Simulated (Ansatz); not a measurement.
BeP, multiplicity 4 (lowest of 2S+1 = 2, 4 at CCSD(T)/def2-TZVPP on PBE0 minima; our sources give no spin for the ground state, which may be another), most abundant isotopes (9.0122 and 30.9738 u). Constants from fifth-degree fits in 1/R to seven points on the lowest solution found; no spin–orbit coupling, no relativity up to Kr; ω_e x_e and α_e move by some per cent with the fit.

Frozen-core correlation. CBS: X⁻³ extrapolation of the correlation energy, Hartree–Fock from the larger set.

Run with Ansatz (a first-principles code). 

```tsv
level	r_e (Å)	ω_e (cm⁻¹)	ω_e x_e (cm⁻¹)	α_e (cm⁻¹)
PBE/def2-TZVPP	2.0836	598.6	4.89	0.00613
CCSD(T)/CBS(aug-cc-pV(T+d)Z, aug-cc-pV(Q+d)Z)	2.0679	614.8	5.50	0.00636
```

D_e from total energies of the atoms and the molecule: 1.70 eV at PBE/def2-TZVPP.

Derive the rotational constants, the centrifugal constant, the fundamental, the zero-point energy and the force constant, and test the Morse rule for the well depth.


μ = 6.98098 u.
- PBE/def2-TZVPP: B_e = 16.8576/(μ r_e²) = 0.55621 cm⁻¹; B₀ = B_e − α_e/2 = 0.55315 cm⁻¹; D = 4B_e³/ω_e² = 1.92e-06 cm⁻¹; fundamental ω_e − 2ω_e x_e = 589 cm⁻¹; zero-point energy ω_e/2 − ω_e x_e/4 = 298 cm⁻¹; k = μ(2πcω_e)² = 147 N/m; a Morse well would hold ω_e²/(4ω_e x_e) = 2.27 eV against the computed D_e of 1.70 eV
- CCSD(T)/CBS(aug-cc-pV(T+d)Z, aug-cc-pV(Q+d)Z): B_e = 16.8576/(μ r_e²) = 0.56468 cm⁻¹; B₀ = B_e − α_e/2 = 0.56150 cm⁻¹; D = 4B_e³/ω_e² = 1.91e-06 cm⁻¹; fundamental ω_e − 2ω_e x_e = 604 cm⁻¹; zero-point energy ω_e/2 − ω_e x_e/4 = 306 cm⁻¹; k = μ(2πcω_e)² = 155 N/m
